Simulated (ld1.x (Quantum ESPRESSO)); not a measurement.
## Transferability test, TM semilocal potential for lead (Pb)

ld1.x (Quantum ESPRESSO) 7.5 input, shortened:

```
&input
   title='Pb', zed=82., rel=1, dft='PBE', iswitch=3,
   config='[Xe] 4f14 5d10 6s2 6p2'
 /
 &inputp
   pseudotype=1, tm=.true., lloc=2,
   nlcc=.true., new_core_ps=.true.
 /
3
6S  1  0   2.00   0.00  1.90  1.90  0.0
6P  2  1   2.00   0.00  2.90  2.90  0.0
5D  3  2  10.00   0.00  1.65  1.65  0.0
 &test
   configts(1)='5d10 6s2 6p2'
 /
```

Energies are relative to the spin-unpolarised reference configuration 5d10 6s2 6p2; without spin polarisation the order of configurations can differ from experiment.

| valence configuration | charge | ΔE all-electron (eV) | error AE − PS (meV) |
| --- | --- | --- | --- |
| 5d10 6s2 6p1 | +1 | 6.575 | -3.3 |
| 5d10 6s1 6p0 | +3 | 52.430 | -57 |
| 5d10 6s2 6p1.5 | +0.5 | 2.492 | -0.9 |
| 5d10 6s0 6p0 | +4 | 95.133 | -133 |
| 5d10 6s1 6p2 | +1 | 16.103 | -1.2 |

Q: What are ΔE and the potential's error for 5d10 6s2 6p0?

A: ΔE = 20.020 eV all-electron; the error (AE − PS) is -20 meV.

Q: What are ΔE and the potential's error for 5d10 6s1 6p3?

A: ΔE = 8.736 eV all-electron; the error (AE − PS) is -2.3 meV.

Levels in the configuration 5d10 6s2 6p0:

```csv
level,all-electron (eV),pseudo (eV)
5d,-37.846,-37.772
6s,-27.442,-27.456
```
